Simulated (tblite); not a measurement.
Run record: nudged-elastic-band run, `C[C@H]([NH3+])C(F)(F)F`.

Computed with GFN2-xTB (tblite), gas phase: nudged elastic band of 9 images (0 to 8), spring 0.2 eV/Å², climbing image at the end, force threshold 0.05 eV/Å. No saddle search or frequency run followed, so the top image need not be a first-order saddle, and its height can exceed the method's true barrier by a kcal/mol or more. The command runs a driver script over a list of jobs; the input below is this job's line of settings and its coordinates in Å. «atoms» counts from 0 and names the dihedral (C1–C2–C4–F7 when counted from 1); «turn» is the rotation in degrees that makes the guess of the end point.

Command:
```bash
OMP_NUM_THREADS=1 python probes_run.py task.json out
```

Input:
```
{"job": {"kind": "neb", "xc": "GFN2-xTB", "basis": "xTB", "atoms": [0, 1, 3, 6], "turn": 120}, "charge": 1, "multiplicity": 1}
C     -1.323143    -0.390771     0.510623
C      0.068623     0.203617     0.393307
N      0.116534     1.225406    -0.704019
C      1.108501    -0.885048     0.031352
F      0.790629    -1.434630    -1.145751
F      2.312014    -0.316228    -0.119977
F      1.183651    -1.823862     0.946977
H     -1.624982    -0.876304    -0.415546
H     -2.051180     0.372254     0.773118
H     -1.336060    -1.142635     1.297439
H      0.387321     0.670575     1.332185
H      1.065726     1.619380    -0.812291
H     -0.155163     0.785520    -1.599716
H     -0.543146     1.992252    -0.509867
```

Output:
```
image   E - E0 / eV
  0       0.0000
  1       0.0216
  2       0.0631
  3       0.0978
  4       0.1091
  5       0.0929
  6       0.0569
  7       0.0196
  8       0.0000
```

Task: Read off the barriers.

Result: The highest image is 4: 0.109 eV (2.52 kcal/mol) above the start and 0.109 eV (2.52 kcal/mol) above the end. The band met its force threshold.

Task: Which dihedral does each image have?

Result: 0: -61°, 1: -44°, 2: -29°, 3: -13°, 4: 2°, 5: 17°, 6: 32°, 7: 47°, 8: 61°.

Task: Give the geometry of the highest image and of the end point.

Result: 
Image 4:
```
atom  x, y, z in Å
C1     -1.259   -0.345    0.694
C2      0.094    0.243    0.332
N3     -0.013    1.141   -0.867
C4      1.151   -0.869    0.021
F5      1.618   -0.702   -1.231
F6      2.182   -0.777    0.846
F7      0.645   -2.085    0.095
H8     -1.676   -0.938   -0.118
H9     -1.964    0.432    0.974
H10    -1.145   -1.006    1.551
H11     0.487    0.838    1.165
H12     0.906    1.537   -1.121
H13    -0.360    0.615   -1.685
H14    -0.667    1.916   -0.680
```

Image 8:
```
atom  x, y, z in Å
C1     -1.159   -0.284    0.861
C2      0.130    0.297    0.309
N3     -0.124    1.013   -0.985
C4      1.159   -0.819    0.003
F5      2.258   -0.273   -0.535
F6      1.491   -1.496    1.078
F7      0.656   -1.655   -0.912
H8     -1.609   -0.985    0.160
H9     -1.871    0.502    1.094
H10    -0.952   -0.827    1.782
H11     0.594    0.992    1.018
H12     0.751    1.386   -1.388
H13    -0.541    0.357   -1.667
H14    -0.784    1.791   -0.841
```

Task: How long does this job take on one thread, Arm Neoverse V1 (aarch64), shared host with 32 logical CPUs at a one-minute load of 9.5? And the peak memory of the process?

Result: About 2.0 s, with 0.18 GiB resident at the peak, the Python interpreter and its libraries included.
